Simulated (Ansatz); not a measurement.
`[NH2][SnH]1[CH2][S]1` → C• + 5 H• + N• + S• + Sn•  (atomization)

Computed with Ansatz on PBE0-D4/def2-TZVP structures; ΔE is electronic, products minus reactants. CCSD(T)/CBS is the MP2 limit (def2-TZVPP, def2-QZVPP) plus CCSD(T) − MP2 in def2-TZVPP, frozen cores. This one scheme is used for every species, atoms too. Functionals use def2-TZVPP. B3LYP here is the variant with VWN-RPA as its local correlation; programs differ in this. No spin–orbit coupling; open shells (•) take unrestricted orbitals. Spin–orbit coupling would lower the free atoms: a little for C, S; strongly for Sn. def2 core potentials past Kr. Bonds to Sn are less sure, by a few kJ/mol each and by 10 to 20 or more in all where they break to atoms, as the def2 sets lack core-valence functions. One conformer a species, not always the lowest.

`[NH2][SnH]1[CH2][S]1`:

```xyz
9

N     0.920   -1.230   -1.212
Sn   -0.307    0.249   -0.607
C    -0.750    0.417    1.438
S     0.465    1.777    1.056
H     1.645   -1.425   -0.531
H     1.375   -1.028   -2.094
H    -1.258    0.811   -1.886
H    -0.359   -0.347    2.103
H    -1.731    0.775    1.733
```

What is ΔE at CCSD(T)/CBS? (Best estimate.)

The calculation gave: +2828.0 kJ/mol.

What do these levels give: PBE-D4, B3LYP-D4, ωB97X-V, ωB97M-V, r2SCAN, PBE0, HF/def2-TZVPP, SCS-MP2/def2-TZVPP, CCSD/def2-TZVPP, HF/def2-QZVPP, HF/CBS(def2), MP2/CBS(def2)? (Estimate.)

Ansatz gave: PBE-D4 2871.3, B3LYP-D4 2790.8, ωB97X-V 2825.6, ωB97M-V 2813.0, r2SCAN 2796.1, PBE0 2787.2, HF/def2-TZVPP 1832.0, SCS-MP2/def2-TZVPP 2744.2, CCSD/def2-TZVPP 2659.5, HF/def2-QZVPP 1838.8, HF/CBS(def2) 1839.8, MP2/CBS(def2) 2854.3 kJ/mol.

Largest T1 diagnostic among the species: 0.014.

The D4 term adds +33.5 kJ/mol with B3LYP and +17.5 kJ/mol with PBE0; it sums over pairs of atoms, weighted by their polarisabilities, and B3LYP, whose exchange is more repulsive, gets the larger term. From PBE to PBE0 (25 % exact exchange), in def2-TZVPP and without D4, ΔE moves by −63.6 kJ/mol: exact exchange takes away binding that semilocal exchange gives to molecules.

For atomizations the MP2-based limit and the directly extrapolated one differ by several kJ/mol either way, and by 10 to 25 for some Ge, Se and Sn compounds, so smaller differences from it don't rank the levels.
